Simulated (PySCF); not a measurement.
# Hartree-Fock beside MP2: BClGeH3O cation

These are calculations, not measurements. The program is PySCF 2.14.0, an open-source quantum chemistry code, run on an isolated molecule that a program drew, which may never have been made. The molecule is BClGeH3O cation (charge +1, singlet), drawn as the SMILES string `[BH2][Ge+]([OH])[Cl]`.

The geometry was optimised and harmonic frequencies were computed with HF and MP2, all in the cc-pV(D+d)Z basis, for the commonest isotopes, with a restricted reference for singlets and an unrestricted one otherwise, and a frozen core in MP2. Germanium has the cc-pVDZ-PP basis, with a core potential (ECP10MDF) in place of its 10 inner electrons, and its 3s, 3p and 3d shells are frozen in MP2. Each result is a local minimum of its method.

Geometry at the HF minimum:
```xyz
7
BClGeH3O cation, angstrom
B     0.0650   -1.2073    0.3113
Ge   -0.7293    0.2456    1.6198
O    -2.4182    0.4043    1.7455
Cl    0.3585    1.5483    2.8129
H     0.2598   -0.8419   -0.7985
H     0.2555   -2.2741    0.7893
H    -2.8353    1.0418    2.3200
```

Lengths of the bonds as drawn, in Å (atoms numbered as above):
| bond | HF | MP2 |
|---|---|---|
| B1-Ge2 | 2.110 | 2.104 |
| Ge2-O3 | 1.701 | 1.737 |
| Ge2-Cl4 | 2.075 | 2.084 |
| B1-H5 | 1.184 | 1.194 |
| B1-H6 | 1.184 | 1.194 |
| O3-H7 | 0.954 | 0.978 |

Rotational constants, in GHz:
```
constant,HF,MP2
A,5.917,5.836
B,2.967,2.928
C,2.012,1.985
```

Harmonic frequencies in cm^-1, each column in rising order, so a row needn't be the same motion in every method:
```
rank,HF,MP2
1,126,116
2,127,120
3,163,149
4,217,198
5,459,457
6,477,473
7,551,548
8,708,?
9,843,798
10,908,881
11,954,923
12,1188,1132
13,2773,2699
14,2929,2855
15,4060,3742
```

**Estimate the missing MP2 frequency from the HF column.**

A single factor s that minimises the squared misfit of MP2 against s times HF over the other rows is sum(HF x MP2) / sum(HF^2) = 0.9497, with an rms misfit of 42 cm^-1. For rank 8 it gives 0.9497 x 708 = 672 cm^-1. The calculation gives 672 cm^-1, the same as the estimate. The drawn bonds are on average 1.1 % longer in MP2 than in HF.
